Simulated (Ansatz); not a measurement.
Ge₂H₇N (`[GeH3][NH][GeH3]`). The species carries charge 0 and has multiplicity 1.

Cartesian coordinates in Å:
```
Ge -0.2308 0.1447 1.6030
N -0.6712 0.2814 -0.1749
Ge 0.4696 -0.1446 -1.5500
H -0.2224 -1.3141 2.1151
H -1.2600 0.9500 2.4139
H 1.1793 0.7365 1.7506
H -1.6416 0.0811 -0.3721
H 0.6359 -1.6688 -1.7496
H 1.8331 0.4663 -1.1917
H -0.0918 0.4676 -2.8443
```

Problem. List the harmonic frequencies (cm⁻¹, unscaled) at PBE0-D4/def2-TZVP in Ansatz. (Best estimate.)

Solution. The calculation gave: 62, 72, 127, 363, 494, 570, 610, 634, 731, 782, 859, 860, 887, 889, 894, 902, 1185, 2105, 2113, 2151, 2155, 2162, 2169, 3604.

Problem. Is this a minimum?

Solution. Yes, all 24 modes are real.

Problem. Give the ideal-gas thermochemistry at 298.15 K and 1 bar (rigid rotor, harmonic oscillator; point group Cs, symmetry number 1).

Solution. Zero-point energy 163.8 kJ/mol; H(298) − E = 183.9 kJ/mol; entropy 351.8 J/(mol·K), of which translation 172.6, rotation 112.1, vibration 67.1; G(298) − E = 79.0 kJ/mol. Modes under 100 cm⁻¹ are hindered rotations or soft bends, so the harmonic entropy is rough.

Problem. Rotational constants (cm⁻¹)?

Solution. 0.6883, 0.04056, 0.03947.
